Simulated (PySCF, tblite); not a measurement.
Isomers of C6H6F3OP. Calculated harmonic vibrations of the isolated species, GFN2-xTB (tblite), most abundant isotopes, no scaling. Errors from tens to a few hundred cm⁻¹ against measured bands are possible. Modes of hydrogen on phosphorus can be 10 to 20 % off. One conformer each.

Electronic energies: PBE0/pcSseg-1 single points on the GFN2-xTB geometries (PySCF, gas phase).

```csv
SMILES,"electronic energy, lowest = 0 (kJ/mol)"
CP(c1ccco1)C(F)(F)F,11.3
O=[P@]1(C(F)=C(F)F)C=CCC1,88.6
O=[P@H]1C=C[C@H](C(F)(F)F)C=C1,0.0
```

**Question.** How do GFN2-xTB zero-point energies change the relative energies?

**Answer.** 
```
                        SMILES  ZPE (kJ/mol)  of it from modes above 1550 cm⁻¹  electronic (kJ/mol)  with ZPE, lowest = 0 (kJ/mol)  lowest mode (cm⁻¹)  rings
O=[P@H]1C=C[C@H](C(F)(F)F)C=C1         286.7                             124.7                  0.0                            0.0                  53      1
           CP(c1ccco1)C(F)(F)F         287.3                             111.0                 11.3                           11.9                  14      1
     O=[P@]1(C(F)=C(F)F)C=CCC1         289.3                             128.5                 88.6                           91.2                  30      1
```

The zero-point energies span 2.6 kJ/mol, from `O=[P@H]1C=C[C@H](C(F)(F)F)C=C1` to `O=[P@]1(C(F)=C(F)F)C=CCC1`. The order is unchanged.

**Question.** And how do the electronic energies of GFN2-xTB itself compare?

**Answer.** `O=[P@H]1C=C[C@H](C(F)(F)F)C=C1` 0.0; `CP(c1ccco1)C(F)(F)F` 53.7; `O=[P@]1(C(F)=C(F)F)C=CCC1` 53.7 kJ/mol, lowest = 0. Against the energies above, taken from the same isomer `O=[P@H]1C=C[C@H](C(F)(F)F)C=C1`, the largest difference is 42.4 kJ/mol.
